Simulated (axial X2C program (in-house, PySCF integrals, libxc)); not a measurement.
Ionising CrB

All values come from calculations with an in-house all-electron X2C program for linear molecules (integrals from PySCF), spin-free (one-electron X2C) or two-component (2c: spin–orbit coupling with atomic mean-field Coulomb and Gaunt terms, which also bring small scalar terms), in Dyall basis sets with cores contracted in-house; open shells are unrestricted.

Basis sets: B dyall-v3z, Cr dyall-cv3z. Frozen shells (counts by l): CrB Cr 3s2p, B 1s, 9 electrons correlated; CrB⁺ Cr 3s2p, B 1s, 8 electrons correlated. Coupled cluster in natural virtuals with an MP2 remainder. Where the outer core of a metal is frozen, bonds come out longer and ionisation energies lower.

```json
{"Hamiltonian": "spin-free", "level": "PBE0", "CrB state": "M_S = 5/2, Λ = 0", "Re (Å)": "2.165", "ωe (cm⁻¹)": "423.3", "De (eV)": "1.38"}
{"Hamiltonian": "spin-free", "level": "CCSD", "CrB state": "M_S = 5/2, Λ = 0", "Re (Å)": "2.212", "ωe (cm⁻¹)": "385.5", "De (eV)": "0.95"}
{"Hamiltonian": "spin-free", "level": "CCSD(T)", "CrB state": "M_S = 5/2, Λ = 0", "Re (Å)": "2.162", "ωe (cm⁻¹)": "441.2", "De (eV)": "1.17"}
{"Hamiltonian": "2c", "level": "PBE0", "CrB state": "Ω = 5/2", "Re (Å)": "2.166", "ωe (cm⁻¹)": "422.8", "De (eV)": "1.38"}
```

Adiabatic ionisation energy (minimum to minimum, no zero-point term) and constants of CrB⁺:

| Hamiltonian | level | CrB⁺ state | IE (eV) | Re (Å) | ωe (cm⁻¹) | De (eV) | fragments |
| --- | --- | --- | --- | --- | --- | --- | --- |
| spin-free | PBE0 | M_S = 3, Λ = 0 | 6.49 | 2.169 | 436.3 | 1.94 | Cr+ + B |
| spin-free | CCSD | M_S = 3, Λ = 0 | 6.10 | 2.268 | 336.1 | 1.33 | Cr+ + B |
| spin-free | CCSD(T) | M_S = 3, Λ = 0 | 6.27 | 2.225 | 361.0 | 1.41 | Cr+ + B |
| 2c | PBE0 | Ω = 3 | 6.49 | 2.170 | 435.6 | 1.94 | Cr+ + B |

Problem. Add the zero-point terms to the ionisation energy at PBE0, 2c, and say whether the electron removed was bonding.

Solution. IE0 = IE + (ωe⁺ − ωe)/2 = 6.49 + (0.001) = 6.49 eV. Re changes by 0.004 Å, so the electron was nearly non-bonding.

Problem. Close the cycle De(CrB⁺) + IE(CrB) = De(CrB) + IE(Cr) to find the atomic ionisation energy at PBE0, 2c.

Solution. IE(Cr) = 1.94 + 6.49 − 1.38 = 7.05 eV, for the determinants used.

Each entry is the lowest single determinant of a limited PBE0 search at one distance. De goes to single-determinant-based atoms at the same level (for ions the charge split of lowest energy) and is withheld (n/a) where an atom does not fit its ground term or J level. Main or longest-lived isotopes. One determinant is a doubtful description, or other states lie close, for CrB, CrB⁺; these need not be ground states, and all values refer to the states named. Some open-shell Ω = 0 determinants are out of reach, so the Ω given for CrB⁺ need not be the lowest component. With several unpaired electrons the Ω given is that of one determinant, not necessarily of the lowest component. Some light 2c atoms are not at their ground J level, so De misses part of their lowering (0.04 eV or less). The functionals have no current term, which raises determinants with orbital currents.
